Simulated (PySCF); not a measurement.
Sn(OH)2(OEt)2, SMILES [OH][Sn]([O]CC)([O]CC)[OH] (C₄H₁₂O₄Sn), GFN2-xTB optimised geometry.

```
21

C     -1.17    -3.20     0.59
C     -1.47    -1.99     1.46
O     -0.43    -1.04     1.48
Sn     0.09     0.12     0.00
O      2.02     0.12     0.00
O     -0.63    -0.59    -1.64
O     -0.45     1.99     0.00
C      0.20     3.00     0.74
C      0.01     2.86     2.24
H     -1.98    -3.92     0.67
H     -1.06    -2.89    -0.44
H     -0.24    -3.67     0.91
H     -1.57    -2.29     2.51
H     -2.42    -1.54     1.15
H      2.42    -0.67     0.38
H     -0.74     0.07    -2.33
H      1.26     3.04     0.49
H     -0.27     3.92     0.38
H      0.48     1.94     2.58
H     -1.05     2.83     2.48
H      0.47     3.71     2.75
```

Density from PBE0/def2-SVP, def2 effective core potentials past Kr in PySCF 2.14.0 at that geometry. The core electrons that the potentials of Sn replace are not part of the density.

Minimum of the electron density along straight lines between bonded atoms, close to the bond critical point (lines longer than 1.1 times the sum of covalent radii, or with two minima, are not listed):

```csv
bond,length / Å,ρ at the minimum / e bohr⁻³,∇²ρ there / e bohr⁻⁵,position (fraction from the first atom)
C1–C2,1.518,0.251,-0.59,0.49
C2–O3,1.410,0.251,-0.34,0.34
O3–Sn4,1.954,0.113,0.63,0.49
Sn4–O5,1.928,0.119,0.70,0.51
Sn4–O6,1.926,0.120,0.70,0.51
Sn4–O7,1.947,0.114,0.65,0.51
O7–C8,1.410,0.252,-0.34,0.66
C8–C9,1.518,0.252,-0.59,0.50
C1–H10,1.086,0.276,-1.01,0.62
C1–H11,1.087,0.277,-1.03,0.63
C2–H13,1.096,0.282,-1.06,0.63
C2–H14,1.094,0.282,-1.05,0.63
O5–H15,0.959,0.352,-2.33,0.82
O6–H16,0.960,0.352,-2.33,0.82
C8–H17,1.094,0.283,-1.07,0.63
C8–H18,1.095,0.282,-1.06,0.63
C9–H19,1.090,0.274,-0.99,0.62
C9–H20,1.087,0.277,-1.02,0.63
C9–H21,1.086,0.276,-1.01,0.62
```
